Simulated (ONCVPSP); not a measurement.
## What one change does to a pseudopotential (Zn (Z = 30), ONCV)

ONCVPSP 4.0.1 input, shortened (lines: element, Z, core and valence counts, functional; n l f; lmax; l rc ep ncon nbas qcut; lloc lpopt rc5 dvloc0; l nproj debl; icmod fcfact rcfact), PBE, scalar-relativistic:

```
  Zn 30.00    3    5        4      upf
    1    0    2.00
    2    0    2.00
    2    1    6.00
    3    0    2.00
    3    1    6.00
    3    2   10.00
    4    0    1.00
    4    1    1.00
    2
    0    1.15    0.00    4    7    9.60
    1    1.30    0.00    3    6    9.90
    2    0.75    0.00    4    8   12.10
    4    2    0.55    0.00
    0    2    2.40
    1    2    3.10
    2    2    2.70
    3    5.00    1.70
```

All-electron outer shells of the reference configuration (PBE, scalar-relativistic, ld1.x):

```json
{"shell": "2s", "level (eV)": "-1160.46", "outermost node (bohr)": "0.07", "outermost maximum (bohr)": "0.19"}
{"shell": "2p", "level (eV)": "-1006.17", "outermost node (bohr)": "–", "outermost maximum (bohr)": "0.15"}
{"shell": "3s", "level (eV)": "-131.48", "outermost node (bohr)": "0.28", "outermost maximum (bohr)": "0.59"}
{"shell": "3p", "level (eV)": "-85.65", "outermost node (bohr)": "0.25", "outermost maximum (bohr)": "0.59"}
{"shell": "3d", "level (eV)": "-12.34", "outermost node (bohr)": "–", "outermost maximum (bohr)": "0.57"}
{"shell": "4s", "level (eV)": "-7.40", "outermost node (bohr)": "0.85", "outermost maximum (bohr)": "2.04"}
{"shell": "4p", "level (eV)": "-2.10", "outermost node (bohr)": "0.92", "outermost maximum (bohr)": "2.89"}
```

Change: s: qcut 11.1; p: qcut 11.4; d: qcut 14.

Cutoffs: the cutoffs (Ha) at which the residual kinetic energy of the hardest occupied pseudo-wave falls to 1 and 0.1 mHa per electron; they do not see the model core or the augmentation charge, which bear on the density cutoff. Errors are all-electron minus pseudo energies relative to the spin-unpolarised reference configuration.

Question: Predict the effect on cutoff, ghosts and configuration errors.

Answer: The potential gets softer (413 Ha and 538 Ha → 368 Ha and 436 Ha); of the 4 tests that both files solve, the error grows in 0 and shrinks in 1 by more than 15 % and 0.3 meV (median size 0.7 → 0.8 meV); neither file shows a bound ghost.

| quantity | base | changed |
| --- | --- | --- |
| cutoff, loose | 413 Ha | 368 Ha |
| cutoff, tight | 538 Ha | 436 Ha |
| loose cutoff by channel | s 34 Ha, p 38 Ha, d 413 Ha | s 42 Ha, p 44 Ha, d 368 Ha |
| bound ghosts | none | none |
| GHOST(+) flags under 300 eV | none | none |
| error for 3s2 3p6 3d10 4s2 4p0, meV [ΔE -5.09 eV] | +0.4 | +0.4 |
| error for 3s2 3p6 3d10 4s1 4p0, meV [ΔE 4.80 eV] | -0.3 | -0.5 |
| error for 3s2 3p6 3d10 4s0 4p0, meV [ΔE 23.24 eV] | -0.9 | -1.1 |
| error for 3s2 3p5 3d10 4s2 4p0, meV [ΔE 86.95 eV] | +49 | +14 |
| s: phases at 1.17 bohr within 0.05 rad from the reference energy up to (Ha; the scan ends near 5) | to the end of the scan | to the end of the scan |
| p: phases at 1.32 bohr within 0.05 rad from the reference energy up to (Ha; the scan ends near 5) | to the end of the scan | to the end of the scan |
| d: phases at 0.76 bohr within 0.05 rad from the reference energy up to (Ha; the scan ends near 5) | to the end of the scan | to the end of the scan |
| rms error of d²Exc/dni dnj with the model core, mHa | 2.52 | 2.34 |
